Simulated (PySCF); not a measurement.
Species: CH7BBiP.
Bonds: C1–B2, B2–P3, B2–Bi4. Hydrogens: H5, H6, H7 on C1; H8, H9 on P3; H10, H11 on Bi4.

Computed with PySCF, PBE0-D3(BJ)/def2-SVP geometry optimisation, gas phase, def2 core potentials past Kr.

Task: How far are the bound atoms from Bi4?

Result: 3 atoms: H11 1.796 Å, H10 1.798 Å, B2 2.363 Å. The nearest atom not counted as bound is C1, at 3.39 Å.

Task: List the angles at Bi4.

Result: 
```tsv
angle	degrees	distance of the outer atoms (Å)
B2–Bi4–H11	93.4	3.05
H10–Bi4–H11	90.9	2.56
B2–Bi4–H10	88.9	2.94
```

Task: What is the shape at Bi4?

Result: Pyramidal: angles 93.4°, 90.9° and 88.9°, sum 273.3°, 1.10 Å off the plane of its three neighbours.

Task: What are the other bond lengths?

Result: C1–B2 1.568 Å; B2–P3 1.873 Å; C1–H5, C1–H6, C1–H7 1.103 Å; P3–H8, P3–H9 1.420 Å.

Task: Give some angles away from the centre.

Result: C1–B2–P3 122.4°, C1–B2–Bi4 117.9°, P3–B2–Bi4 118.5°.

Task: What are the rotational constants (commonest isotopes, rigid rotor)?

Result: A = 4744, B = 1068, C = 890.1 MHz: a near-prolate asymmetric top.

Charge 0, singlet. Stationary, but not proved a minimum.

Conformer computed: `[CH3:1][B:2]([PH2:3])[BiH2:4]`: H–P3–B2–C1 145°, H–P3–B2–C1 41°.

One conformer stands for the species.
